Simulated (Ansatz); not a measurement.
A run on `[NH2][Al]1[CH]=[C]1S` with other settings.

```yaml
crystal:
  periodic: [false, false, false]
  atoms:
    - {symbol: N, position_ang: [0.704226, 0.684931, -2.139999]}
    - {symbol: Al, position_ang: [0.325483, -0.097789, -0.616292]}
    - {symbol: C, position_ang: [0.239255, -1.379029, 0.699268]}
    - {symbol: C, position_ang: [-0.399330, -0.226070, 1.094801]}
    - {symbol: S, position_ang: [-1.199325, 0.067154, 2.601574]}
    - {symbol: H, position_ang: [0.440214, 1.624939, -2.383236]}
    - {symbol: H, position_ang: [1.216420, 0.255264, -2.892217]}
    - {symbol: H, position_ang: [0.351568, -2.302604, 1.262915]}
    - {symbol: H, position_ang: [-1.590012, 1.327103, 2.356087]}
basis:
  gaussian: {orbitals: ANO-RCC-VTZP}
hamiltonian: {xc: {name: HSE06}, dispersion: d4}
accuracy: high
output: {forces: true}
```

```sh
$ ansatz run in.yaml --threads 2 --pin off --events-out ev --progress --plain --max-ram 4352MiB
```

Shortened log:

```
Functional definition: HSE06
4013 factors; integrals over basis functions are off by at most 3.4e-9 eV
156 factors; integrals over basis functions are off by at most 1.4e-9 eV
mean field evaluation 1: about -21077.1678 eV, gradient 8.9e1 eV
mean field evaluation 2: about -21040.1190 eV, gradient 1.4e2 eV
mean field evaluation 4: about -21093.6840 eV, gradient 1.7e1 eV
mean field evaluation 8: about -21094.5360 eV, gradient 9.7e-1 eV
mean field evaluation 16: about -21094.5385 eV, gradient 1.5e-4 eV
mean field -21094.53854724 eV, -775.2099932192 hartree, gradient 3.9e-8 eV, S^2 0.000000; 0 other end points of the search recorded, 0 dependent functions left out
reference -21094.53855371 eV, -775.2099934571 hartree; 26, 26 occupied and 188, 188 virtual orbitals, 4013 factors
Total energy: -21094.70254284 eV, -775.2160199463 hartree
Relativity: scalar
Atom 0 at     0.704226     0.684931    -2.139999 Å, force     0.016449     0.029599    -0.061704 eV/Å
Atom 1 at     0.325483    -0.097789    -0.616292 Å, force    -0.004257    -0.004544     0.012258 eV/Å
Atom 2 at     0.239255    -1.379029     0.699268 Å, force    -0.003410    -0.045268     0.047780 eV/Å
Atom 3 at    -0.399330    -0.226070     1.094801 Å, force     0.027652    -0.006344    -0.055117 eV/Å
Atom 4 at    -1.199325     0.067154     2.601574 Å, force    -0.036734     0.005831     0.075822 eV/Å
Atom 5 at     0.440214     1.624939    -2.383236 Å, force     0.011128    -0.018872    -0.008038 eV/Å
Atom 6 at     1.216420     0.255264    -2.892217 Å, force    -0.010763     0.020801     0.005463 eV/Å
Atom 7 at     0.351568    -2.302604     1.262915 Å, force    -0.000114     0.016556    -0.014422 eV/Å
Atom 8 at    -1.590012     1.327103     2.356087 Å, force     0.000048     0.002241    -0.002042 eV/Å
Dipole moment:     0.150011     0.317116    -0.609130 e Å
```

Hardware: 2 threads of an Arm Neoverse V2 on a shared host. Wall time 4.3 min, peak host memory 1.7 GiB.
